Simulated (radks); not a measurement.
Task: All-electron atom: Pd33+ in [Ne] 3s2 3p1 (the NIST ground configuration). Calculated with a radial shooting solver on a logarithmic mesh with Libxc functionals: scalar-relativistic Kohn-Sham, LB94 model potential, spin-polarised, spherical densities, finite nucleus; open shells are filled with parallel spins first (spin-orbit coupling, left out, can overturn this in heavy ions); Fermi nuclear charge, rms radius 4.5318 fm. Some entries of the table are withheld. Estimate them.

orbital  occ.  eigenvalue (eV)  <r> (bohr)
1s down     1        -26177.10     0.03179
1s up       1        -26176.98     0.03179
2s up       1        -5360.446         (1)
2s down     1        -5360.374         (2)
2p up       3        -5014.177      0.1182
2p down     3        -5012.964      0.1183
3s up       1        -2116.556      0.3319
3s down     1        -2111.770      0.3315
3p up       1        -2008.590      0.3209
3p down     0        -2004.569      0.3203

Result: 
(1) 2s up <r> (bohr): 0.1360
(2) 2s down <r> (bohr): 0.1361
